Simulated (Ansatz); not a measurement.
`[SiH3][N]([SiH3])[AlH][SH]` + H–F → `[F][AlH][SH]` + `[SiH3]N[SiH3]`  (ligand exchange at the Al–N bond)

Calculated with Ansatz (gas phase, PBE0-D4/def2-TZVP geometries, no zero-point term in ΔE). CBS: MP2 limit from def2 TZ/QZ plus the TZ coupled-cluster correction, frozen cores. This one scheme is used for every species. Functionals use def2-TZVPP. B3LYP here is the variant with VWN-RPA as its local correlation; programs differ in this. One conformer a species, not always the lowest.

CCSD(T)/CBS gives -18.8 kcal/mol.

(1) Another level gave -25.9 kcal/mol. Which?
A. CAM-B3LYP-D4/def2-TZVPP
B. BLYP/def2-TZVPP
C. B3LYP-D4/def2-TZVPP
D. CCSD(T)/def2-TZVPP

Largest T1 diagnostic among the species: 0.012.

Answers

(1) B. BLYP -25.9, CCSD(T)/def2-TZVPP -18.7, B3LYP-D4 -20.4, CAM-B3LYP-D4 -21.9 kcal/mol.

The D4 term adds +4.5 kcal/mol with B3LYP and +2.5 kcal/mol with PBE0; it sums over pairs of atoms, weighted by their polarisabilities, and B3LYP, whose exchange is more repulsive, gets the larger term. At CCSD(T), def2-SVP lies −1.4 kcal/mol from the extrapolated value and def2-TZVPP +0.2 kcal/mol.

CCSD(T)/CBS has its own doubt, a few kJ/mol and more with outer-core shells, so smaller differences from it don't rank the levels.
